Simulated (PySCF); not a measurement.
## SMILES C1C(=NN[SiH3])CCC1, C5H12N2Si

Geometry:
```
atom   x (Å)   y (Å)   z (Å)
 Si1   3.728  -0.007  -0.401
  N2   2.045  -0.411  -0.392
  N3   1.146   0.462   0.113
  C4  -0.100   0.264   0.023
  C5  -0.840  -0.897  -0.611
  C6  -2.311  -0.482  -0.542
  C7  -2.384   0.426   0.686
  C8  -1.089   1.233   0.607
  H9   4.002   1.130  -1.286
 H10   4.139   0.310   0.965
 H11   4.348  -1.231  -0.912
 H12   1.671  -1.227  -0.868
 H13  -0.510  -1.085  -1.636
 H14  -0.663  -1.806  -0.027
 H15  -2.575   0.088  -1.435
 H16  -2.983  -1.336  -0.471
 H17  -2.390  -0.179   1.594
 H18  -3.273   1.055   0.686
 H19  -0.756   1.620   1.568
 H20  -1.209   2.081  -0.073
```

Theory: GIAO B3LYP/pcSseg-1 magnetisability, rotational g tensor and spin-rotation constants, non-relativistic, gas phase (PySCF 2.14.0). Geometry: GFN2-xTB.

Give the nuclear spin-rotation constants along the inertial axes (H = +C I·J) beside the isotropic shieldings.

Rotational constants 5.6371, 0.7297, 0.6663 GHz. A star marks the isotopologue with that one atom substituted, in its own axes.
```
atom  isotope  Caa (kHz)  Cbb (kHz)  Ccc (kHz)  mean (kHz)  σ (ppm)
  N2      14N      0.525      0.051      0.047       0.208    148.8
  N3      14N      1.594      0.163      0.037       0.598   -100.2
  H9       1H     -0.458     -0.053      0.018      -0.164     27.0
 H10       1H     -0.463     -0.009     -0.022      -0.164     27.0
 H11       1H     -0.325      0.009     -0.060      -0.125     27.3
 H12       1H     -0.443      0.029     -0.088      -0.168     27.6
 H13       1H     -0.491     -0.030     -0.039      -0.186     29.7
 H14       1H     -0.590     -0.063      0.000      -0.218     30.0
 H15       1H     -0.585     -0.081      0.017      -0.216     30.1
 H16       1H     -0.299     -0.036     -0.053      -0.129     29.8
 H17       1H     -0.587     -0.085      0.020      -0.217     30.3
 H18       1H     -0.020     -0.064     -0.063      -0.049     30.0
 H19       1H     -0.591      0.002     -0.047      -0.212     29.3
 H20       1H     -0.622     -0.066      0.017      -0.223     29.3
 Si1    29Si*     -2.930     -0.448     -0.383      -1.254    399.1
  C4     13C*      2.058      0.336      0.164       0.853     28.4
  C5     13C*      0.969      0.118      0.099       0.396    155.9
  C6     13C*      0.924      0.110      0.124       0.386    151.8
  C7     13C*      0.929      0.112      0.121       0.388    152.1
  C8     13C*      0.935      0.127      0.134       0.399    143.2
```
For the geometry as given, no vibrational averaging.

How do the rotational constants and the g tensor change when H9, H10, H11, H12, H13, H14, H15, H16, H17, H18, H19, H20 are replaced by deuterium?

Constants 4.1371, 0.6344, 0.5773 GHz; g -0.0482, -0.0079, -0.0040, against -0.0656, -0.0090, -0.0046 before.
